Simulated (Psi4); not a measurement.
Psi4 input (wB97X-D/6-311+G**):

```
memory 1500 MB

molecule {
0 3
F    -1.11635281   -0.58424810    0.02514002
S     0.00367170    0.66425688   -0.02689781
F     1.10982535   -0.59665303    0.02267831
symmetry c1
no_reorient
no_com
}

set {
  basis 6-311+G**
  reference uks
  scf_type pk
  dft_radial_points 99
  dft_spherical_points 590
  e_convergence 1e-8
  d_convergence 1e-7
  maxiter 150
}

e = energy('wb97x-d')
print_out(f'\nFINAL {e:.10f} DIPOLE {variable("CURRENT DIPOLE")[0]:.6f} {variable("CURRENT DIPOLE")[1]:.6f} {variable("CURRENT DIPOLE")[2]:.6f}\n')
```

**Question.** What final total energy does it give?

**Answer.** -597.74321 Eh.
